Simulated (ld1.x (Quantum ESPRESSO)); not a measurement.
PBE RRKJ dataset for He (Z = 2), scalar-relativistic all-electron reference.

ld1.x (Quantum ESPRESSO) 7.5 input, shortened:

```
&input
   title='He', zed=2., rel=1, dft='PBE', iswitch=3,
   config='1s2'
 /
 &inputp
   pseudotype=2, tm=.false., rho0=0.01, lloc=0,
   nlcc=.false.
 /
1
1S  1  0   2.00   0.00  0.50  0.50  0.0
 &test
   configts(1)='1s2'
 /
```

Problem. Estimate the cutoffs (Ry, on a coarse ladder) from which the occupation-weighted sum of valence levels, in a spherical-Bessel basis at the reference potential, stays within 10 and 1 mRy of its value at 400 Ry.

Solution. 180 Ry and 230 Ry.

Problem. Does the potential have ghost states?

Solution. No extra level below or beside the all-electron valence levels (s, p, d, f tested).

Problem. Tests: 1s1; 1s1.5. Which has the largest error in its energy relative to the reference configuration, and how large is it?

Solution. 1s1, with +1.4 meV (all-electron minus pseudo) on +26.96 eV.
